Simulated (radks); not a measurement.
Results of a calculation; reference values are marked as such.
All-electron atom: Hf65+ in [He] 2s2 2p3 (the NIST ground configuration).

Level of theory: Dirac Kohn-Sham, exchange-only PBE, spin-unpolarised, spherical densities, finite nucleus; open shells fill j = l - 1/2 first; Fermi nuclear charge, rms radius 5.347 fm (a radial shooting solver on a logarithmic mesh with Libxc functionals).

Energy parts (hartree):
| part | energy |
|---|---|
| total | -8764.5712 |
| kinetic | 10292.6327 |
| electron-nucleus | -19400.3931 |
| Hartree | 441.6978 |
| exchange | -98.5086 |

Orbitals (lengths in bohr, moments of r in powers of bohr):
[
 {"orbital": "1s1/2", "occ.": "2", "eigenvalue (hartree)": "-2642.973", "<r^4>": "6.546e-07", "<r>": "0.01895", "<r^2>": "0.0004928"},
 {"orbital": "2s1/2", "occ.": "2", "eigenvalue (hartree)": "-629.4197", "<r^4>": "0.00008662", "<r>": "0.07738", "<r^2>": "0.007113"},
 {"orbital": "2p1/2", "occ.": "2", "eigenvalue (hartree)": "-617.7683", "<r^4>": "0.00005080", "<r>": "0.06378", "<r^2>": "0.005027"},
 {"orbital": "2p3/2", "occ.": "1", "eigenvalue (hartree)": "-570.4343", "<r^4>": "0.00007088", "<r>": "0.07096", "<r^2>": "0.006090"}
]

The highest occupied level is 2p3/2 at -15522.3 eV. The electron density at the nucleus is 1.178e+06 e/bohr^3. For comparison, the ionisation energy in NIST's Atomic Spectra Database is 15680 eV (theoretical). In exact Kohn-Sham theory the highest level is minus the ionisation energy, but local and semilocal functionals leave it too shallow, through self-interaction and a potential that decays too fast; potentials with the right tail come closer.

Beside tabulated values, note that spin-unpolarised runs miss the spin-polarisation part of the exchange energy of open shells.
